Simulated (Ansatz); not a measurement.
Total energies of `CCC(CC(C)c1ccc(OC(C)=O)cc1)c1ccc(OC(C)=O)cc1` from Ansatz at PBE0-D4/def2-TZVP, gas phase (1 Eh = 27.2114 eV = 2625.5 kJ/mol). The reference geometry is relaxed at r2SCAN-D4/def2-SVP.

| state | geometry | energy (Eh) |
| --- | --- | --- |
| charge 0 singlet | reference | -1154.06801 |
| charge 1 doublet | reference | -1153.77864 |
| charge 1 doublet | relaxed at r2SCAN-D4/def2-SVP | -1153.78516 |
| charge -1 doublet | reference | -1154.04505 |
| charge -1 doublet | relaxed at r2SCAN-D4/def2-SVP | -1154.04967 |
| free C atom (triplet) | – | -37.80537 |
| free O atom (triplet) | – | -75.01860 |
| free H atom (doublet) | – | -0.50104 |

Single mean-field runs in def2-TZVP are fitted with def2-universal-jkfit.

(1) Work out the vertical ionisation energy to the doublet.

(2) Work out the vertical electron affinity, to the doublet.

(3) Give the fundamental gap IE − EA, the Mulliken electronegativity (IE + EA)/2 and the hardness (IE − EA)/2.

(4) How much does the charge 1 doublet relax, and what is the adiabatic ionisation energy?

(5) How much does the charge -1 doublet relax, and what is the adiabatic electron affinity?

(6) What is the binding energy per atom against free atoms?

(1) E(charge 1 doublet) − E(charge 0 singlet) = -1153.77864 − (-1154.06801) = 0.28937 Eh = 7.87 eV. For comparison, −ε of the highest occupied level is 6.64 eV at this level, 1.23 eV less.

(2) E(charge 0 singlet) − E(charge -1 doublet) = -1154.06801 − (-1154.04505) = -0.02296 Eh = -0.62 eV; negative, so the extra electron isn't bound. The basis lacks diffuse functions, which makes affinities too small.

(3) From the values in Eh: IE − EA = 0.28937 − (-0.02296) = 0.31233 Eh = 8.50 eV; (IE + EA)/2 = 3.62 eV; (IE − EA)/2 = 4.25 eV. The HOMO–LUMO gap of the same run is 6.16 eV, 2.34 eV smaller than the fundamental gap.

(4) Relaxation: -1153.77864 − (-1153.78516) = 0.00652 Eh = 0.18 eV. Adiabatic ionisation energy: 0.28285 Eh = 7.70 eV, without zero-point energy. 

(5) Relaxation: -1154.04505 − (-1154.04967) = 0.00462 Eh = 0.13 eV. Adiabatic electron affinity: -0.01834 Eh = -0.50 eV, without zero-point energy. 

(6) Atoms: 22 × (-37.80537) + 4 × (-75.01860) + 26 × (-0.50104) = -1144.81958 Eh. Binding: -1144.81958 − (-1154.06801) = 9.24843 Eh = 251.66 eV, or 4.84 eV for each of 52 atoms (no zero-point energy, no counterpoise term).

At PBE0-D4/def2-TZVP the highest occupied level of the charge -1 doublet lies above zero (up to 1.74 eV). Energy differences disagree on whether the electron is bound (positive means bound): -0.62 eV (vertical, against the charge 0 singlet, at PBE0-D4/def2-TZVP), but 0.08 eV at LDA (SPW92)/def2-TZVP. At PBE0-D4/def2-TZVP the highest occupied level of the relaxed charge -1 doublet lies above zero (up to 1.32 eV). Energy differences disagree on whether the electron is bound (positive means bound): -0.50 eV (each at its own geometry, against the charge 0 singlet, at PBE0-D4/def2-TZVP), but 0.12 eV at PBE-D4/def2-TZVP.
